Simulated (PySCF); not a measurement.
A calculated (PBE, PySCF 2.14, x2c-TZVPPall, scalar relativity by spin-free X2C-1e) atom or ion has these occupied shells.

```tsv
shell	electrons	orbital energy (eV)	rms radius, mean of both spins (bohr)
1s α	1	-37180.3	0.0292
1s β	1	-37180.3	0.0292
2s α	1	-5878.8	0.119
2s β	1	-5878.8	0.119
2p α	3	-5277.4	0.106
2p β	3	-5277.4	0.106
3s α	1	-1242.3	0.312
3s β	1	-1242.3	0.312
3p α	3	-1048.9	0.312
3p β	3	-1048.9	0.312
3d α	5	-765.30	0.290
3d β	5	-765.29	0.290
4s α	1	-244.62	0.716
4s β	1	-244.60	0.716
4p α	3	-182.11	0.763
4p β	3	-182.09	0.763
4d α	5	-90.697	0.863
4d β	5	-90.668	0.863
5s α	1	-34.650	1.74
5s β	1	-34.548	1.74
5p α	3	-19.763	2.04
5p β	3	-19.624	2.04
6s α	1	-4.001	4.95
6p α	1	-2.005	6.45
```

(1) Name the element and its charge.

Results:

(1) Ba (barium, neutral), in [Xe] 6s1 6p1, high-spin 3P determinant (an excited configuration).
